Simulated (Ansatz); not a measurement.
Cost and result up the ladder for the cluster Sr5S4 (the lowest singlet isomer of a short search) (9 atoms). Total charge 0; singlet. Geometry: PBE0-D4/def2-SVP.

Cartesian coordinates in Å:
```
Sr -1.169 2.644 -0.282
Sr 1.166 0.135 -2.060
Sr 1.375 0.646 1.824
Sr -1.774 -1.181 0.254
Sr 0.566 -4.417 0.532
S 1.167 -1.673 0.160
S -1.374 1.020 1.995
S -1.591 0.490 -2.029
S 1.633 2.335 -0.394
```

Ansatz on 4 threads of Arm Neoverse V2 on a shared host. Times are rough, and most runs start from the orbitals of an earlier one. No level here is sound enough to serve as a yardstick. Binding counts from free atoms at the same level (Sr singlet, S triplet; other spins of the atoms weren't run), without zero-point energy or a counterpoise term.

In the def2 sets Sr takes a core potential; there is no spin–orbit coupling. LC-ωPBE has ω = 0.4 bohr⁻¹. Correlated methods freeze 20 core orbitals; core or outer-core shells of Sr are correlated, in sets that lack core-valence functions. The structure comes from a short search, and lower isomers may exist.

Run but left out: BHLYP-D4/def2-TZVP (restricted singlet, unstable in another Hartree–Fock run and untested here).

Correlated methods converge slowly with the basis.

| level | functions | wall time | binding energy per atom (eV) | remarks |
| --- | --- | --- | --- | --- |
| PBE-D4/def2-SVP | 187 | 6.5 s | 3.43 | restricted SCF unstable in HF |
| PBE-D4/def2-TZVP (with forces) | 313 | 11 s | 3.34 | restricted SCF unstable in HF |
| PBE0-D4/def2-SVP | 187 | 12 s | 3.39 | restricted SCF unstable in HF |
| LC-ωPBE/def2-TZVP | 313 | 15 s | 3.31 | restricted SCF unstable in HF |
| MP2/def2-TZVP | 313 | 19 s | 3.13 | restricted SCF unstable |
| PBE0-D4/def2-TZVP | 313 | 22 s | 3.31 | restricted SCF unstable in HF |
| r2SCAN-D4/def2-TZVP | 313 | 26 s | 3.47 | restricted SCF unstable in HF |
| RPA@PBE/def2-TZVP | 313 | 29 s | 2.70 | restricted SCF unstable in HF |
| r2SCANh-D4/def2-TZVP | 313 | 34 s | 3.43 | restricted SCF unstable in HF |
